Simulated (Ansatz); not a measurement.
`OB1CC1Cl` + HCl → `ClB1CC1Cl` + H₂O at 700 K and 1 bar (ligand exchange at a B–O bond).

Computed with Ansatz on PBE0-D4/def2-TZVP structures; ΔE is electronic, products minus reactants. CCSD(T)/CBS adds triple-zeta CCSD(T) − MP2 to the extrapolated MP2 energy (def2 sets, frozen cores). This one scheme is used for every species. One conformer a species, not always the lowest.

```tsv
species	CCSD(T)/CBS energy (Eh)	H − E (kJ/mol)	S (J/(mol·K))
`OB1CC1Cl`	-638.25845	229.3	414.1
HCl	-460.38127	38.4	211.8
`ClB1CC1Cl`	-1022.24527	189.5	418.6
H₂O	-76.37941	80.5	218.4
```

H − E and S are ideal-gas, rigid-rotor, harmonic terms from PBE0-D4/def2-TZVP, for one conformer and one mirror image of each species. 1 Eh = 2625.50 kJ/mol, R = 8.31446 J/(mol·K).

Question: By hand: ΔE, ΔH, ΔS and ΔG.

Answer: ΔE = (-1022.24527) + (-76.37941) − (-638.25845) − (-460.38127) = 0.01504 Eh = 39.5 kJ/mol. Δ(H − E) = 189.5 + 80.5 − 229.3 − 38.4 = 2.3, so ΔH = 41.8 kJ/mol. ΔS = 418.6 + 218.4 − 414.1 − 211.8 = 11.1 J/(mol·K). ΔG = 41.8 − 700 × (11.1)/1000 = 34.0 kJ/mol.

Question: By hand: the equilibrium constant, and the temperature at which ΔG would vanish if ΔH and ΔS stayed fixed.

Answer: log₁₀ K = −ΔG/(RT ln 10) = -2.5. ΔG = 0 at ΔH/ΔS = 3766 K, far beyond where these terms or the molecules hold.

The number of gas molecules stays the same, so ΔS is small and ΔH decides. A doubt of 5 kJ/mol in ΔE shifts log₁₀ K by 0.4 here. Other conformers and mirror images would add mixing entropy, several J/(mol·K) or more a flexible species. These are equilibria of isolated gas molecules and say nothing of rates. Largest T1 diagnostic: 0.012 (customary marks: 0.02 for closed shells, 0.045 for open ones).
